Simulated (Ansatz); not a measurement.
C$_{2}$H$_{6}$BFSi (`B[SiH](F)C=C`) at its PBE0-D4/def2-TZVP geometry, where that method's forces vanish. Total charge 0; spin multiplicity 1.

```xyz
11

B     1.8084    1.0994    0.4425
Si   -0.1643    0.9337    0.1431
F    -0.6126    1.4283   -1.3210
C    -0.6493   -0.8525    0.2964
C    -1.1225   -1.5594   -0.7270
H     2.2566    0.7926    1.5097
H     2.5783    1.4602   -0.3970
H    -0.9132    1.7650    1.1298
H    -0.5210   -1.3462    1.2588
H    -1.3938   -2.6067   -0.6281
H    -1.2665   -1.1144   -1.7071
```

(1) What forces (eV/Å) does PBE-D4/def2-TZVPP give on these atoms in the Gaussian-basis code of Ansatz? (Best estimate.)

Answers

(1) The calculation gave: 
```
B1  -0.119 -0.019  0.011
Si2  0.303 -0.058  0.354
F3  -0.185  0.199 -0.551
C4   0.136  0.199  0.301
C5  -0.120 -0.188 -0.284
H6   0.052 -0.033  0.116
H7   0.082  0.034 -0.095
H8  -0.091  0.093  0.138
H9   0.040 -0.087  0.208
H10 -0.067 -0.218  0.014
H11 -0.030  0.077 -0.212
```
